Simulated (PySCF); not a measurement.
BH₃N, SMILES [NH2+]=B, charge +1. Heavy atoms are numbered as in [BH:1]=[NH2+:2]. Hydrogens are named by the atom that carries them.

Coordinates come from a PBE0-D3(BJ)/def2-TZVP optimisation. The isomer is the one that the SMILES or the coordinates give; other isomers of the formula were not compared.

Calculation: PySCF with M06-2X/def2-TZVPD.

Mulliken values depend strongly on the basis, most of all with diffuse functions as here. ESP charges are fitted to the potential on shells at 1.4 to 2.0 van der Waals radii. Atomic charges (e), one atom of each kind:

```tsv
atom	meta-Löwdin	ESP fit	Mulliken
B1 (BH)	0.54	0.83	0.25
N2 (NH2)	-0.38	-0.96	-0.25
H on B1	0.14	0.06	0.22
H on N2	0.34	0.53	0.39
```
